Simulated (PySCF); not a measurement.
Gas-phase reaction: WO3 + 2 F2 ⇌ WOF4 + 2 O

Method: PySCF energies plus ideal-gas RRHO corrections (1 bar). † marks an energy on the PBE0/def2-TZVP geometry and frequencies. CCSD(T) freezes the core. Open shells (unrestricted): O (multiplicity 3); the rest are closed-shell singlets. Spin-orbit splitting is ignored; it lowers the true energy and changes the entropy of O. B3LYP is the form with VWN-RPA correlation. W: scalar-relativistic def2 core potential, no spin-orbit coupling. CCSD(T) isn't extrapolated to the basis-set limit. Warning, large T1 diagnostic: WO3, WOF4 (CCSD(T)/def2-TZVPP†).

ωB97M-V/def2-TZVP† gives ΔH°(298 K) = -628 kJ.

Question: What do CCSD(T)/def2-TZVPP†, r2SCAN/def2-TZVP†, B3LYP/def2-TZVP† give?

Answer: CCSD(T)/def2-TZVPP†: -624 kJ; r2SCAN/def2-TZVP†: -611 kJ; B3LYP/def2-TZVP†: -599 kJ. For scale, ΔH°(298 K) is -628 kJ at this level, -630 kJ at ωB97X-V/def2-TZVP†, and runs from -1186 to -155 kJ over the 18 levels computed.
